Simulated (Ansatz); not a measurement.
A nudged elastic band was laid between two geometries of CH5BO + H2S (11 atoms, charge 0, multiplicity 1).

Level of theory: RKS PBE-D4/6-31G* (Ansatz).

```json
{
 "movable images": "7",
 "climbing image": "yes",
 "spring": "5.0 eV/Å²",
 "optimiser": "quadratic models (default)",
 "start path": "through a guess of the saddle point",
 "force threshold": "0.05 eV/Å",
 "iteration limit": "60",
 "end points": "relaxed"
}
```

Image 0:

```xyz
11
Properties=species:S:1:pos:R:3
B -0.492 0.027 -0.126
O -0.638 0.371 1.195
H -1.509 0.096 1.550
H 0.569 0.358 -0.601
C -1.595 -0.724 -0.959
H -1.178 -1.656 -1.383
H -2.513 -0.984 -0.400
H -1.890 -0.113 -1.833
S 1.203 2.892 2.667
H 1.992 2.914 1.562
H 0.468 1.847 2.186
```

Image 8:

```xyz
11
Properties=species:S:1:pos:R:3
B -0.030 0.517 0.140
O -0.188 -0.228 1.756
H -1.103 -0.589 1.781
H 1.061 0.127 -0.193
C -1.320 0.006 -0.649
H -1.369 -1.098 -0.704
H -2.282 0.373 -0.239
H -1.274 0.366 -1.692
S -0.087 2.369 0.591
H 1.243 2.564 0.796
H -0.233 0.620 2.273
```

Task: Which bonds break or form, and what moves?

Result: Bonds broken: S9–H11. Bonds formed: B1–S9, O2–H11. CH5BO + H2S becomes CH7BOS.

Task: What energy profile does the band end with?

Result: It converged. The highest image is number 6 of 0 to 8, 0.79 eV above the first end and 0.46 eV above the last; the last end lies 0.33 eV above the first. A vibrational analysis at the climbing image gives one clearly imaginary mode, 939i cm⁻¹: a first-order saddle point. The orbitals stay closed-shell, which can raise the energy where a bond breaks towards radicals; this wasn't checked here.

```tsv
image	path coordinate (Å)	energy (eV)	S9–H11 (Å)	B1–S9 (Å)	O2–H11 (Å)
0	0.00	0.00	1.37	4.35	2.09
1	0.85	0.01	1.36	4.20	2.12
2	1.70	0.01	1.36	4.00	2.19
3	2.55	0.02	1.36	3.73	2.29
4	3.40	0.04	1.36	3.45	2.39
5	4.25	0.15	1.36	2.92	2.11
6	5.10	0.79	1.57	2.14	1.36
7	5.55	0.41	2.05	1.96	1.03
8	6.01	0.33	2.43	1.91	0.99
```

Task: What is the geometry of the highest image?

Result: 
```xyz
11
Properties=species:S:1:pos:R:3
B -0.051 0.272 0.209
O -0.115 -0.191 1.688
H -1.014 -0.549 1.855
H 1.054 0.100 -0.243
C -1.348 -0.063 -0.645
H -1.415 -1.156 -0.811
H -2.297 0.253 -0.168
H -1.313 0.406 -1.643
S -0.110 2.330 0.796
H 1.228 2.471 0.987
H -0.204 1.155 1.837
```

Task: What are the harmonic wavenumbers there?

Result: 939i, 181, 207, 271, 348, 401, 470, 594, 655, 742, 811, 846, 948, 1010, 1079, 1156, 1275, 1329, 1419, 1456, 1463, 2576, 2633, 2955, 3016, 3061, 3609 cm⁻¹.

The band took 23 iterations and of the order of 7 core-minutes.

The run took 6.8 min on 1 thread of Arm Neoverse V1, with other jobs on the host, peak memory 0.12 GiB.
